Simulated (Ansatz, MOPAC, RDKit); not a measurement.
Two conformers of C5H10S (SMILES C1CCSCC1), B3LYP-D3(BJ)/def2-TZVP minima.
Conformer 1 (charge 0, multiplicity 1):
```xyz
16

C     -0.111    -0.811     0.876
C     -1.362    -0.301     0.158
C     -1.197     1.118    -0.373
S      0.159     1.268    -1.580
C      1.486     0.551    -0.558
C      1.133    -0.829    -0.015
H     -0.297    -1.817     1.261
H      0.083    -0.177     1.749
H     -1.604    -0.967    -0.675
H     -2.212    -0.325     0.846
H     -2.093     1.451    -0.898
H     -1.017     1.817     0.449
H      1.712     1.239     0.261
H      2.362     0.508    -1.205
H      1.984    -1.212     0.557
H      0.974    -1.513    -0.853
```
Conformer 2 (charge 0, multiplicity 1):
| atom | x (Å) | y (Å) | z (Å) |
|---|---|---|---|
| C | -0.1355 | 1.1760 | 0.3546 |
| C | -1.2173 | 0.1024 | 0.5655 |
| C | -1.2656 | -0.9090 | -0.5724 |
| S | 0.2274 | -1.9732 | -0.5955 |
| C | 1.4607 | -0.7860 | 0.0612 |
| C | 1.1313 | 0.6461 | -0.3396 |
| H | -0.5438 | 1.9967 | -0.2404 |
| H | 0.1289 | 1.6024 | 1.3254 |
| H | -2.1934 | 0.5837 | 0.6688 |
| H | -1.0371 | -0.4370 | 1.4982 |
| H | -1.3711 | -0.4051 | -1.5352 |
| H | -2.1079 | -1.5908 | -0.4599 |
| H | 2.4181 | -1.1019 | -0.3520 |
| H | 1.5188 | -0.8815 | 1.1472 |
| H | 1.0096 | 0.6806 | -1.4247 |
| H | 1.9770 | 1.2964 | -0.1011 |

No zero-point or thermal terms.

The state that PM6 reach isn't checked.

The values were computed with Ansatz (Gaussian basis) for Hartree–Fock, density functionals and correlated methods; MOPAC for PM6 (differences of heats of formation); RDKit for the force fields. Values without a source in brackets are computed.

### Question
One of these levels gives 223.1 meV for the electronic energy of conformer 2 less that of conformer 1. Which one is it?
A) MMFF94
B) r2SCAN/def2-TZVPP
C) PM6

### Answer
B, r2SCAN/def2-TZVPP. The others give 183.9 (MMFF94), 87.4 (PM6)

Ansatz is a quantum-chemistry and plane-wave program.
